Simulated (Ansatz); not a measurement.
# Relaxing a trial structure of F2HSi2+

The starting geometry of this gas-phase singlet was optimised with GFN2-xTB.

```xyz
5

F    -0.1333    1.6835    1.1151
F    -0.6602   -0.1309   -0.1306
Si   -1.0461    1.5309   -0.1903
Si    0.3610   -1.4657    1.2507
H     1.2498   -1.5949    0.0712
```

Question: Predict what it relaxes into with B3LYP/6-31G*.

Answer: A new bond forms, giving a structure with F2 bridging Si3 and Si4, given below by its coordinates. Contacts that close: F2–Si4 (2.18 → 1.86 Å).

The energy falls by 0.31 eV over 23 steps:

```json
{"step": "1", "E − E(last) (eV)": "0.305"}
{"step": "3", "E − E(last) (eV)": "0.067"}
{"step": "6", "E − E(last) (eV)": "0.018"}
{"step": "8", "E − E(last) (eV)": "0.002"}
{"step": "11", "E − E(last) (eV)": "0.001"}
{"step": "13", "E − E(last) (eV)": "0.001"}
{"step": "16", "E − E(last) (eV)": "0.000"}
{"step": "18", "E − E(last) (eV)": "0.000"}
{"step": "21", "E − E(last) (eV)": "0.000"}
{"step": "23", "E − E(last) (eV)": "0.000"}
```

Final geometry (Å):

```yaml
atoms:
  - { symbol: F, position_ang: [0.0247, 1.9428, 0.9507] }
  - { symbol: F, position_ang: [-0.7585, -0.3038, 0.2151] }
  - { symbol: Si, position_ang: [-1.0289, 1.4987, -0.1544] }
  - { symbol: Si, position_ang: [0.1291, -1.7882, 0.8972] }
  - { symbol: H, position_ang: [1.4048, -1.3267, 0.2075] }
```

Frequencies at the end are all real (lowest 33 cm⁻¹). Run with Ansatz 0.2.0, 45 s on 1 thread of Intel(R) Xeon(R) Platinum 8259CL CPU @ 2.50GHz (Skylake/Cascade Lake) (shared host).
